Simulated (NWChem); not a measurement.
System: CF2, singlet; SMILES F[C]F

Excerpt of the output:

```
             Northwest Computational Chemistry Package (NWChem) 7.3.0
             --------------------------------------------------------

 C2V symmetry detected

                             Geometry "geometry" -> ""
                             -------------------------

 Output coordinates in angstroms (scale by  1.889725989 to convert to a.u.)

  No.       Tag          Charge          X              Y              Z
 ---- ---------------- ---------- -------------- -------------- --------------
    1 F                    9.0000     1.02370100     0.00000000    -0.19702950
    2 C                    6.0000     0.00000000     0.00000000     0.59108850
    3 F                    9.0000    -1.02370100     0.00000000    -0.19702950

 Effective nuclear repulsion energy (a.u.)      65.1723736850

      Symmetry information
      --------------------

 Group name             C2v
 Group number             16
 Group order               4
 No. of unique centers     2

                                Z-matrix (autoz)
                                --------

 Units are Angstrom for bonds and degrees for angles

      Type          Name      I     J     K     L     M      Value
      ----------- --------  ----- ----- ----- ----- ----- ----------
    1 Stretch                  1     2                       1.29193
    2 Stretch                  2     3                       1.29193
    3 Bend                     1     2     3               104.81672

  perdew86 is a nonlocal functional; adding perdew81 local functional.

                           NWChem Geometry Optimization
                           ----------------------------

 maximum gradient threshold         (gmax) =   0.000450
 rms gradient threshold             (grms) =   0.000300
 maximum cartesian step threshold   (xmax) =   0.001800
 rms cartesian step threshold       (xrms) =   0.001200
 fixed trust radius                (trust) =   0.300000
 source of zmatrix                         =   autoz

          -------------------
          Energy Minimization
          -------------------

 Using diagonal initial Hessian
 Scaling for Hessian diagonals: bonds = 1.00  angles = 0.25  torsions = 0.10

          --------
          Step   0

                                 NWChem DFT Module
                                 -----------------

 Summary of "ao basis" -> "ao basis" (spherical)
 ------------------------------------------------------------------------------
       Tag                 Description            Shells   Functions and Types
 ---------------- ------------------------------  ------  ---------------------
 F                         def2-tzvp                11       31   5s3p2d1f
 C                         def2-tzvp                11       31   5s3p2d1f

      Symmetry analysis of basis
      --------------------------

        a1         35
        a2         13
        b1         28
        b2         17

            General Information
            -------------------
          SCF calculation type: DFT
          Wavefunction type:  closed shell.
          No. of atoms     :     3
          No. of electrons :    24
           Alpha electrons :    12
            Beta electrons :    12
          Charge           :     0
          Spin multiplicity:     1
          Use of symmetry is: on ; symmetry adaption is: on
          Maximum number of iterations: 150
          AO basis - number of functions:    93
                     number of shells:    33
          Convergence on energy requested:  1.00D-06
          Convergence on density requested:  1.00D-05
          Convergence on gradient requested:  5.00D-04

              XC Information
              --------------
                    Becke 1988 Exchange Functional  1.000
                Perdew 1981 Correlation Functional  1.000 local
                Perdew 1986 Correlation Functional  1.000 non-local

             Grid Information
             ----------------
          Grid used for XC integration:  medium
          Radial quadrature: Mura-Knowles
          Angular quadrature: Lebedev.
          Tag              B.-S. Rad. Rad. Pts. Rad. Cut. Ang. Pts.
          ---              ---------- --------- --------- ---------
          F                   0.50       49           7.0       434
          C                   0.70       49           6.0       434
          Grid pruning is: on
          Number of quadrature shells:    98
          Spatial weights used:  Erf1

      Superposition of Atomic Density Guess
      -------------------------------------

 Sum of atomic energies:        -236.50748494

      Non-variational initial energy
      ------------------------------

 Total energy =    -237.099492
 1-e energy   =    -458.321510
 2-e energy   =     156.049644
 HOMO         =      -0.293100
 LUMO         =       0.003913

      Symmetry analysis of molecular orbitals - initial
      -------------------------------------------------

  Numbering of irreducible representations:

     1 a1          2 a2          3 b1          4 b2

  Orbital symmetries:

     1 a1          2 b1          3 a1          4 a1          5 b1
     6 a1          7 b1          8 a1          9 b2         10 a2
    11 b1         12 a1         13 b2         14 b1         15 a1
    16 a1         17 b2         18 b1         19 a1         20 b1
    21 a1         22 a1

[...]

      ----------------------
      Optimization converged
      ----------------------

  Step       Energy      Delta E   Gmax     Grms     Xrms     Xmax
  ---- ---------------- -------- -------- -------- -------- --------
@    3    -237.80638546 -2.3D-07  0.00002  0.00002  0.00019  0.00039
                                     ok       ok       ok       ok

                                Z-matrix (autoz)
                                --------

 Units are Angstrom for bonds and degrees for angles

      Type          Name      I     J     K     L     M      Value     Gradient
      ----------- --------  ----- ----- ----- ----- ----- ---------- ----------
    1 Stretch                  1     2                       1.32070   -0.00002
    2 Stretch                  2     3                       1.32070   -0.00002
    3 Bend                     1     2     3               104.48485   -0.00000

                         Geometry "geometry" -> "geometry"
                         ---------------------------------

 Output coordinates in angstroms (scale by  1.889725989 to convert to a.u.)

  No.       Tag          Charge          X              Y              Z
 ---- ---------------- ---------- -------------- -------------- --------------
    1 F                    9.0000     1.04415773     0.00000000    -0.20388821
    2 C                    6.0000     0.00000000     0.00000000     0.60480592
    3 F                    9.0000    -1.04415773     0.00000000    -0.20388821

 Effective nuclear repulsion energy (a.u.)      63.7986609786

      Symmetry information
      --------------------

 Group name             C2v
 Group number             16
 Group order               4
 No. of unique centers     2

                Final and change from initial internal coordinates
                --------------------------------------------------

                                Z-matrix (autoz)
                                --------

 Units are Angstrom for bonds and degrees for angles

      Type          Name      I     J     K     L     M      Value       Change
      ----------- --------  ----- ----- ----- ----- ----- ---------- ----------
    1 Stretch                  1     2                       1.32070    0.02877
    2 Stretch                  2     3                       1.32070    0.02877
    3 Bend                     1     2     3               104.48485   -0.33187

[...]

 Rotational Constants
 --------------------
 A=   2.826477 cm-1  (  4.066579 K)
 B=   0.406931 cm-1  (  0.585470 K)
 C=   0.355718 cm-1  (  0.511787 K)

 Temperature                      =   298.15K
 frequency scaling parameter      =   1.0000

 Zero-Point correction to Energy  =    4.070 kcal/mol  (  0.006486 au)
 Thermal correction to Energy     =    5.966 kcal/mol  (  0.009508 au)
 Thermal correction to Enthalpy   =    6.558 kcal/mol  (  0.010451 au)

 Total Entropy                    =   57.668 cal/mol-K
   - Translational                =   37.635 cal/mol-K (mol. weight =  49.9968)
   - Rotational                   =   19.519 cal/mol-K (symmetry #  =        2)
   - Vibrational                  =    0.514 cal/mol-K

 Cv (constant volume heat capacity) =    7.469 cal/mol-K
   - Translational                  =    2.979 cal/mol-K
   - Rotational                     =    2.979 cal/mol-K
   - Vibrational                    =    1.511 cal/mol-K

[normal modes left out]

 ----------------------------------------------------------------------------
 Normal Eigenvalue ||           Projected Infra Red Intensities
  Mode   [cm**-1]  || [atomic units] [(debye/angs)**2] [(KM/mol)] [arbitrary]
 ------ ---------- || -------------- ----------------- ---------- -----------
    1       -0.000 ||    0.000027           0.001         0.026       0.005
    2       -0.000 ||    0.000221           0.005         0.215       0.042
    3       -0.000 ||    0.000187           0.004         0.182       0.035
    4        0.000 ||    0.000413           0.010         0.403       0.078
    5        0.000 ||    0.002620           0.060         2.554       0.495
    6        0.000 ||    0.000413           0.010         0.403       0.078
    7      638.208 ||    0.001861           0.043         1.814       0.352
    8     1045.003 ||    0.358312           8.267       349.301      67.761
    9     1165.177 ||    0.111852           2.581       109.039      21.153
 ----------------------------------------------------------------------------
```

Level: BP86/def2-TZVP. Low-valent species are run as closed-shell singlets; no triplet was tried in these runs.

**Question.** Which NWChem input produces such a log?

**Answer.** One answer among several that fit: the input that was run:
```
start job
memory heap 200 mb stack 900 mb global 1100 mb
geometry units angstroms
  F      1.023701     0.000000    -0.197087
  C      0.000000     0.000000     0.591031
  F     -1.023701     0.000000    -0.197087
end
basis spherical
  F library def2-tzvp
  C library def2-tzvp
end
dft
  xc becke88 perdew86
  iterations 150
end
driver
  maxiter 120
end
task dft optimize
task dft freq
```
